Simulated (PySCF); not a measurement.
Computed IR spectrum (relative IR intensity) of a molecule C₄H₇BO. Geometry: PBE0-D3(BJ)/def2-SVP. Other conformers were not sampled. All values below come from PBE0-D3(BJ)/def2-SVP in PySCF 2.14.0. No scaling factor is applied to the harmonic values.

Lines under 2 % of the strongest are left out, and lines within 2 cm⁻¹ are merged.

ν (cm⁻¹): 136 (vw), 493 (vw), 502 (vw), 672 (vw), 706 (w), 763 (w), 877 (w), 1098 (w), 1145 (m), 1193 (m), 1318 (s), 1393 (vs), 1450 (m), 1510 (s), 2191 (m), 3050 (m), 3057 (vw), 3147 (w), 3152 (w), 3171 (w), 3479 (m) (against the strongest line: vs over 80 %, s over 45 %, m over 15 %, w over 4 %, vw less)

Task: Which molecule gave these data?
(A) C#CB(C)OC
(B) C#CCB(C)O
(C) O=CB1CCC1
(D) CC#CB(C)O

Result: A, C#CB(C)OC
